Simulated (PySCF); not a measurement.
## As: excitation energy

As [Ar] 3d10 4s2 4p3 (4S) → As [Ar] 3d10 4s2 4p2 5s1 (4P), as a difference of total energies. Computed with PySCF 2.14 in x2c-QZVPPall with one added diffuse shell each of s, p, d, f type (12s9p6d5f1g, 113 functions), with the spin-free X2C one-electron Hamiltonian (Gaussian nucleus). Correlated levels: valence: [Ar] 3d10 frozen; valence and next inner shell: [Ne] frozen. The calculations carry no spin-orbit coupling.

```json
{"method": "UHF", "excitation energy (eV)": "6.356", "error (eV)": "-0.104"}
{"method": "LDA", "excitation energy (eV)": "6.380", "error (eV)": "-0.080"}
{"method": "PBE", "excitation energy (eV)": "6.324", "error (eV)": "-0.136"}
{"method": "PBE0", "excitation energy (eV)": "6.465", "error (eV)": "+0.005"}
{"method": "r2SCAN", "excitation energy (eV)": "6.722", "error (eV)": "+0.262"}
{"method": "r2SCANh", "excitation energy (eV)": "6.723", "error (eV)": "+0.263"}
{"method": "CAM-B3LYP", "excitation energy (eV)": "6.466", "error (eV)": "+0.006"}
{"method": "PW91", "excitation energy (eV)": "6.360", "error (eV)": "-0.100"}
{"method": "MP2 (valence)", "excitation energy (eV)": "6.601", "error (eV)": "+0.141"}
{"method": "SCS-MP2 (valence)", "excitation energy (eV)": "6.539", "error (eV)": "+0.079"}
{"method": "MP2 (valence and next inner shell)", "excitation energy (eV)": "6.652", "error (eV)": "+0.192"}
{"method": "SCS-MP2 (valence and next inner shell)", "excitation energy (eV)": "6.567", "error (eV)": "+0.107"}
```

Reference: 6.460 eV (measured; NIST levels, between the centres of gravity of the two terms).

Errors of the correlated levels include the incompleteness of this basis and the frozen core.

The promoted electron is Rydberg-like, and one or two diffuse shells describe it only roughly, which tends to raise the upper state.
